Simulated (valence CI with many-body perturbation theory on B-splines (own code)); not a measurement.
## From CI to CI+MBPT in In

Computed by valence CI with perturbative core correlation (CI+MBPT): three valence electrons over a frozen Dirac-Fock core [Kr] 4d10, radial functions for each j: 11 s, 11 p, 9 d, 7 f, 5 g, 2 h, 1 i, with the one-electron correlation potential Σ1, the two-electron term Σ2, the three-electron term Σ3, Breit, model QED; selected CI, second order for the rest (own B-spline code, finite nucleus).

Set against measurement, 12 paired levels are off by 138 cm⁻¹ on average, the worst by 460. These come from a selection out of the NIST Handbook of Basic Atomic Spectroscopic Data. Levels without a partner in it may be off by more.

Each rung adds one term. CI alone is the Dirac-Coulomb CI over the frozen core; QED comes last and gives the full result, which names the levels. Energies are above 5s2 5p 2P°_1/2 on the same rung, in cm⁻¹. A blank means that the level has no clear partner on that rung.

| Level | CI alone |
| --- | --- |
| 5s2 5p 2P°_3/2 | 1879 |
| 5s2 6s 2S_1/2 | 23115 |
| 5s2 6p 2P°_1/2 | 30290 |
| 5s2 6p 2P°_3/2 | 30561 |
| 5s2 5d 2D_5/2 | 30666 |
| 5s 5p2 4P_1/2 | 29746 |
| 5s2 7s 2S_1/2 | 34693 |
| 5s 5p2 4P_5/2 | 31976 |
| 5s2 7p 2P°_1/2 | 37178 |
| 5s2 7p 2P°_3/2 | 37281 |
| 5s2 6d 2D_3/2 | 36966 |
| 5s2 6d 2D_5/2 | 37021 |
| 4f 5s2 2F°_7/2 | 37927 |
| 4f 5s2 2F°_5/2 | 37928 |
| 5s2 8s 2S_1/2 | 38937 |
| 5s2 7d 2D_3/2 | 39848 |

**Question.** What do these energies become with core correlation, Breit and QED?

**Answer.** 5s2 5p 2P°_3/2 2213 (+335); 5s2 6s 2S_1/2 24533 (+1418); 5s2 6p 2P°_1/2 31872 (+1582); 5s2 6p 2P°_3/2 32166 (+1604); 5s2 5d 2D_5/2 32924 (+2258); 5s 5p2 4P_1/2 34518 (+4772); 5s2 7s 2S_1/2 36302 (+1609); 5s 5p2 4P_5/2 37002 (+5026); 5s2 7p 2P°_1/2 38835 (+1657); 5s2 7p 2P°_3/2 38943 (+1662); 5s2 6d 2D_3/2 39049 (+2083); 5s2 6d 2D_5/2 39097 (+2075); 4f 5s2 2F°_7/2 39745 (+1818); 4f 5s2 2F°_5/2 39745 (+1818); 5s2 8s 2S_1/2 40648 (+1712); 5s2 7d 2D_3/2 41806 (+1958).

**Question.** How does the ionisation energy move along the ladder, and which term matters most?

**Answer.** CI alone 5.5657, + Σ1 6.0441, + Σ2 5.7929, + Σ3 5.7923, + Breit 5.7862, + QED 5.7896 eV. The largest step is Σ1, 0.4784 eV. NIST lists 5.78636 eV (measured).
